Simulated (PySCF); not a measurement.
Computed IR spectrum (relative IR intensity) of a molecule C₂H₄Cl₂Ge. Geometry optimised at PBE0-D3(BJ)/def2-SVP. One conformer was computed; it need not be the lowest. Method: PBE0-D3(BJ)/def2-SVP in PySCF 2.14.0. Frequencies are harmonic and unscaled.

ν (cm⁻¹): 145 (vw), 179 (w), 337 (w), 415 (m), 439 (vs), 519 (m), 611 (m), 716 (vs), 741 (vs), 997 (w), 1007 (w), 1021 (m), 1261 (vw), 1408 (m), 1687 (w), 2195 (vs), 3149 (w) (against the strongest line: vs over 80 %, s over 45 %, m over 15 %, w over 4 %, vw less)

### Question
Pick the molecule that these values belong to.
(A) C=[CH][GeH]([Cl])[Cl]
(B) Cl/C=[CH]\[GeH2][Cl]
(C) ClC(Cl)=[CH][GeH3]
(D) C=[C](Cl)[GeH2][Cl]

### Answer
A, C=[CH][GeH]([Cl])[Cl]
